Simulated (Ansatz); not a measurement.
Pulling on the Te1–I3 bond in HITe (SMILES [TeH]I) (multiplicity 1 held, fragments rigid). Energies count from the point at 2.725 Å.
Geometry at that point (charge 0, multiplicity 1):
```json
[
 {"atom": "Te", "x (Å)": "0.4428", "y (Å)": "0.9083", "z (Å)": "0.9130"},
 {"atom": "H", "x (Å)": "0.6954", "y (Å)": "2.0782", "z (Å)": "-0.2443"},
 {"atom": "I", "x (Å)": "-0.4475", "y (Å)": "-0.9304", "z (Å)": "-0.8912"}
]
```

Restricted levels (R-, RO-) in cc, def2 and unpolarised 6-31G sets keep to the state of the molecule at rest. U- levels take the lowest unrestricted solution at each point, which mixes spins at long bonds. Levels need not reach the same state.

Correlated levels freeze the cores. Filled d and f shells under p-block atoms count as core.

The values were computed with Ansatz (a first-principles code). Each number belongs to the level named beside it. In def2 rows elements past Kr take small-core potentials, without spin–orbit coupling.

Energies in kJ/mol.

```tsv
R (Å)	R-PBE/def2-TZVPP	U-PBE/def2-TZVPP	U-B3LYP/def2-TZVPP	R-MP2/def2-TZVPP
2.180	288	288	297	294
2.453	46	46	50	44
2.725	0	0	0	0
2.998	25	25	24	32
3.271	72	72	71	86
3.679	142	133	135	168
4.088	195	174	169	228
4.770	247	206	186	276
5.451	270	214	192	275
6.269	281	218	194	240
7.359	286	219	194	172
8.722	287	220	195	80
```

Doubts at one or more of the structures used: a restricted determinant that unrestricted orbitals would lower (R-PBE/def2-TZVPP, R-MP2/def2-TZVPP); a spin-contaminated determinant (U-PBE/def2-TZVPP, U-B3LYP/def2-TZVPP).
